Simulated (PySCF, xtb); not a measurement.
Si(Cl)2(Me)(NH2) (CH5Cl2NSi), SMILES [Si](N)(Cl)(Cl)C.

GFN2-xTB (xtb) at its own geometry gives an orbital gap of 6.70 eV and a dipole moment of 3.46 D.

Geometry: TPSSh-D3(BJ)/def2-SVP. The structure was generated by enumeration, and PubChem lists no compound with its InChIKey, so it may never have been made. The values are those of a single conformer.

Q: What does HF/def2-TZVP (PySCF) give? (An estimate is asked for; the answer gives what the named calculation found.)

A: gap 14.82 eV (levels -11.60 and 3.21 eV), dipole 2.59 D.
